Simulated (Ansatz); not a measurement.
Reaction (ligand exchange at the Si–C bond): `CB(S)C[SiH3]` + `O[SiH](F)[SiH3]` → `F[SiH]([SiH3])O[SiH3]` + `CB(C)S`

Program: Ansatz. Geometries: PBE0-D4/def2-TZVP. ΔE: electronic, gas phase. CBS: MP2 limit from def2 TZ/QZ plus the TZ coupled-cluster correction, frozen cores. DFT in def2-TZVPP. B3LYP here is the variant with VWN-RPA as its local correlation; programs differ in this. One conformer a species, not always the lowest.

`CB(S)C[SiH3]`:

Cartesian coordinates in Å:
```
C 0.977 -1.095 1.103
B 0.656 -0.448 -0.287
S 0.743 -1.386 -1.823
C 0.232 1.047 -0.412
Si -1.633 1.215 -0.214
H 0.936 -2.185 1.124
H 0.324 -0.705 1.890
H 1.997 -0.803 1.384
H 1.052 -2.587 -1.308
H 0.676 1.652 0.386
H 0.481 1.502 -1.375
H -2.019 2.652 -0.173
H -2.338 0.564 -1.348
H -2.083 0.576 1.053
```

`O[SiH](F)[SiH3]`:

```xyz
9

O     0.448    1.725   -0.698
Si    0.813    0.353    0.116
F     1.195    0.698    1.635
Si   -1.104   -0.986    0.087
H     1.154    2.334   -0.918
H     2.031   -0.283   -0.453
H    -0.861   -2.223    0.877
H    -1.420   -1.368   -1.316
H    -2.256   -0.250    0.670
```

`F[SiH]([SiH3])O[SiH3]`:

Cartesian coordinates in Å:
```
F 0.387 0.297 -2.390
Si -0.581 0.381 -1.117
Si 0.248 2.044 0.315
O -0.604 -1.068 -0.386
Si 0.144 -2.137 0.607
H -1.944 0.644 -1.636
H -0.607 2.121 1.531
H 0.230 3.363 -0.372
H 1.642 1.725 0.726
H -0.897 -2.928 1.307
H 0.969 -1.403 1.604
H 1.014 -3.037 -0.189
```

`CB(C)S`:

Z-matrix (Å, degrees):
```
C
B 1 1.567
H 1 1.094 2 111.4
H 1 1.098 2 108.1 3 -115.7
H 1 1.091 2 115.1 3 124.3
C 2 1.568 1 121.3 3 40.5
S 2 1.796 1 122.3 3 -140.4
H 6 1.095 2 110.6 1 47.8
H 6 1.091 2 115.2 1 171.3
H 6 1.097 2 108.8 1 -67.8
H 7 1.344 2 99.1 1 2.1
```

| level | ΔE (kcal/mol) |
| --- | --- |
| PBE-D4 | -19.1 |
| ωB97X-V | -22.3 |
| PBE | -19.5 |
| B3LYP | -24.0 |
| HF/def2-TZVPP | -28.5 |
| MP2/def2-TZVPP | -22.0 |
| SCS-MP2/def2-TZVPP | -23.5 |
| MP2/def2-QZVPP | -22.3 |

Task: What does CCSD(T)/CBS give? (Estimate.)

Result: Computed: -22.4 kcal/mol. The listed levels differ from it by 3.3, 0.1, 2.9, -1.6, -6.1, 0.4, -1.1, 0.1 kcal/mol.

Largest T1 diagnostic among the species: 0.013.

From PBE to PBE0 (25 % exact exchange), in def2-TZVPP and without D4, ΔE moves by −1.1 kcal/mol. In def2-TZVPP, CCSD(T) changes the Hartree–Fock value by +6.3 kcal/mol (the triples alone add +0.9 kcal/mol) and MP2 by +6.5 kcal/mol.
